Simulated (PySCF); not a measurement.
## Gas-phase XPS of `[NH2][GeH2][SH]`, computed

GeH5NS.
Z-matrix (Å and degrees, PBE0-D3(BJ)/def2-SVP geometry), rows numbered from 1:
```
N 
Ge  1  1.8302
S   2  2.2453  1  115.61
H   1  1.0173  2  114.33  3   -69.65
H   1  1.0176  2  114.03  3    55.48
H   2  1.5370  1  106.57  3   121.85
H   2  1.5341  1  108.10  3  -115.81
H   3  1.3506  2   94.50  1    70.29
```

Method used: PySCF, delta-SCF UKS SCAN, pcX-2 on the ionised atom, pcseg-1 elsewhere, spin-free X2C. Each binding energy is the total energy of the core-ionised species, with the hole localised on one atom, minus that of the ground state; both are solved self-consistently, so orbital relaxation is included.

Q: List the computed XPS lines with their assignment.

A: 
```
atom(s)                    environment  level  binding energy (eV)  count
     N1  nitrogen bonded to Ge and 2 H   N 1s               404.70      1
     S3      sulfur bonded to Ge and H   S 1s              2476.76      1
```

Q: Which photon energy gives electrons from S 1s of S3 a kinetic energy of 150 eV, and what is their de Broglie wavelength?

A: hν = 2476.76 + 150 = 2626.76 eV, recoil neglected; λ = 12.264 Å/√(E/eV) = 1.00 Å.

Q: Which effective nuclear charge Zeff reproduces each element's mean 1s value in the hydrogen-like formula E = 13.606 eV × Zeff²?

A: N (Z = 7): mean 404.7 eV, Zeff = 5.45, Z − Zeff = 1.55; S (Z = 16): mean 2476.8 eV, Zeff = 13.49, Z − Zeff = 2.51. Means run over the listed sites, weighted by atom count.

Not every level is listed. No level of germanium is listed. Geometry: PBE0-D3(BJ)/def2-SVP, one conformer, isolated molecule.
